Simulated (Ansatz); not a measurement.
Process, species as SMILES: [AsH2] (AsH2) → [AsH2-] (an electron is taken up)
B3LYP-D3(BJ)/def2-TZVP geometries, fixed; electronic energies without zero-point terms; positive where energy is released.

Basis-set convergence of the adiabatic electron affinity at MP2 with Ansatz (a program for electronic structure). Cartesian d functions, on some or all atoms, in 6-31G; all else is spherical. Cores are frozen (with 3d on Ga to Br). Open shells are unrestricted. No added dispersion term, no relativity. Functions are those of the species that has most. Reference: Hartree-Fock in aug-cc-pVQZ plus the correlation part extrapolated as X^-3 from aug-cc-pVTZ and aug-cc-pVQZ, 1.290 eV, itself unsure by roughly 0.013 eV (a third of the extrapolation step and of the last Hartree-Fock step).

```
basis        functions  adiabatic electron affinity (eV)
-----------  ---------  --------------------------------
pcseg-0             26                            -0.157
6-31G               33                             0.298
def2-SV(P)          36                             0.226
pcseg-1             37                             0.442
aug-cc-pVDZ         54                             1.061
aug-pcseg-1         54                                 …
def2-SVPD           54                             0.578
6-311G**            56                             0.625
pcseg-2             71                                 …
aug-cc-pVTZ        105                             1.198
pcseg-3            134                                 …
aug-pcseg-3        191                                 …
cc-pV5Z            214                             1.177
```

Fill in the missing entries.


- aug-pcseg-1, adiabatic electron affinity (eV): 1.050
- pcseg-2, adiabatic electron affinity (eV): 0.934
- pcseg-3, adiabatic electron affinity (eV): 1.124
- aug-pcseg-3, adiabatic electron affinity (eV): 1.228
